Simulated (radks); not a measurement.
The numbers below are computed, except where a source is named.
Spherical jellium clusters: N electrons in a uniform positive sphere of charge N and radius rs N^(1/3), rs = 2.81 bohr. Level of theory: non-relativistic Kohn-Sham, exchange-only LDA, spin-polarised, spherical densities (a radial shooting solver with Libxc functionals). Levels are named by radial order and angular momentum (1s, 1p, 1d, 2s, ...), and open shells are averaged over m.

N = 3, configuration 1s2 1p(up 1, down 0). This is the lowest configuration that the search found. Occupied and some empty levels:

level,occupation,eigenvalue (eV),<r> (bohr)
1s up,1,-4.8665,3.322
1s down,1,-4.2130,3.184
1p up,1,-1.8092,4.997
1p down,0,-0.93551,5.107
2s up,0,-0.39720,9.772

Energy (eV): total -0.550146, kinetic 8.0780, external -64.326, Hartree 29.158, exchange-correlation -9.7174, background 36.257.

Electron density:

r (bohr),n(r) (e/bohr^3)
0.384,0.01501
0.812,0.01441
1.24,0.01341
1.67,0.01205
2.10,0.01041
2.52,0.008628
2.95,0.006832
3.38,0.005169
3.81,0.003740
4.24,0.002610
4.66,0.001780
5.09,0.001198
5.52,0.0008016
5.95,0.0005351
6.38,0.0003572
6.80,0.0002389
7.23,0.0001602
7.66,0.0001077
8.09,0.00007251
8.51,0.00004896
